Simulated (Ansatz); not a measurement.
Ansatz (a program for electronic structure) input (RPA@PBE/cc-pVTZ):

Ansatz 0.2 input:
```yaml
crystal:
  periodic: [false, false, false]
  atoms:
    - {symbol: C, position_ang: [-2.77209132, -0.31085447, -0.28099720]}
    - {symbol: C, position_ang: [-1.36791938, -0.63139181, -0.80170328]}
    - {symbol: C, position_ang: [-0.25304707, -0.18896619, 0.14543342]}
    - {symbol: C, position_ang: [1.17219421, -0.46185259, -0.31180184]}
    - {symbol: C, position_ang: [2.35081588, 0.39469371, 0.45889140]}
    - {symbol: O, position_ang: [1.89151144, 1.39919134, 1.00945101]}
    - {symbol: H, position_ang: [-2.95656796, -0.81345561, 0.67316922]}
    - {symbol: H, position_ang: [-3.55627589, -0.62273210, -0.97936313]}
    - {symbol: H, position_ang: [-2.88408424, 0.76319618, -0.10814364]}
    - {symbol: H, position_ang: [-1.29089335, -1.70866679, -0.99160811]}
    - {symbol: H, position_ang: [-1.22256291, -0.14594311, -1.77382174]}
    - {symbol: H, position_ang: [-0.41469700, -0.66085188, 1.12423451]}
    - {symbol: H, position_ang: [-0.32904127, 0.89098962, 0.32997843]}
    - {symbol: H, position_ang: [1.43696604, -1.52357098, -0.24003625]}
    - {symbol: H, position_ang: [1.30535134, -0.18226774, -1.36895251]}
basis:
  gaussian:
    orbitals: cc-pVTZ
hamiltonian:
  xc: pbe
total_charge: -1
magnetization: {spin_polarized: false}
correlation: {method: rpa, electrons: outside_noble_gas}
```

Output:

```
Functional definition: PBE
integrals: 0.91 GiB planned
1741 factors; integrals over basis functions are off by at most 9.6e-4 eV
0.41 GiB of the device are held for the grids
1.49 GiB of device memory are held for the factors and their scratch space
mean field: 2.34 GiB planned
mean field evaluation 1: about -7359.4736 eV, gradient 6.7e1 eV
mean field evaluation 2: about -7359.4616 eV, gradient 6.7e1 eV
mean field evaluation 4: about -7366.5280 eV, gradient 3.9e1 eV
mean field evaluation 8: about -7370.5057 eV, gradient 7.5e-1 eV
mean field evaluation 16: about -7370.5061 eV, gradient 2.4e-3 eV
mean field evaluation 32: about -7343.8069 eV, gradient 7.3e1 eV
mean field -7370.50610450 eV, -270.8611034320 hartree, gradient 1.1e-6 eV, S^2 0.000000; 2 other end points of the search recorded, 0 dependent functions left out
6 core orbitals not correlated
reference -7330.42066371 eV, -269.3879906538 hartree; 18, 18 occupied and 282, 282 virtual orbitals, 1741 factors
Total energy: -7379.46531732 eV, -271.1903484303 hartree
```

It need not be the lowest isomer of its formula. Whether it binds its extra electron was not tested at this geometry.
